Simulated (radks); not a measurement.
Neutral chlorine, 17 electrons, occupied as [Ne] 3s2 3p5. Calculated with a radial shooting solver on a logarithmic mesh with Libxc functionals: non-relativistic Kohn-Sham, LDA (Slater exchange, Perdew-Wang correlation), spin-polarised, spherical densities, point nucleus; open shells are filled with parallel spins first; hard spherical wall at 12 bohr.

Normalised radial functions P(r) = r R(r), r in bohr:

| r | 3p up |
|---|---|
| 0.002947 | 0.0004 |
| 0.003837 | 0.0006 |
| 0.004996 | 0.0011 |
| 0.006506 | 0.0018 |
| 0.008471 | 0.0030 |
| 0.01103 | 0.0049 |
| 0.01436 | 0.0081 |
| 0.0187 | 0.0133 |
| 0.02435 | 0.0215 |
| 0.03171 | 0.0343 |
| 0.04129 | 0.0538 |
| 0.05377 | 0.0823 |
| 0.07001 | 0.1223 |
| 0.09116 | 0.1748 |
| 0.1187 | 0.2378 |
| 0.1546 | 0.3031 |
| 0.2013 | 0.3536 |
| 0.2621 | 0.3636 |
| 0.3413 | 0.3033 |
| 0.4444 | 0.1520 |
| 0.5786 | -0.0861 |
| 0.7534 | -0.3692 |
| 0.9811 | -0.6221 |
| 1.278 | -0.7634 |
| 1.663 | -0.7501 |
| 2.166 | -0.6074 |
| 2.82 | -0.4069 |
| 3.673 | -0.2214 |
| 4.782 | -0.0940 |
| 6.227 | -0.0294 |
| 8.108 | -0.0063 |
| 10.56 | -0.0008 |

3p up: eigenvalue -9.078 eV, 1 radial node at r = 0.531 bohr, <r> = 1.83 bohr, 90 % of the charge inside 2.91 bohr.
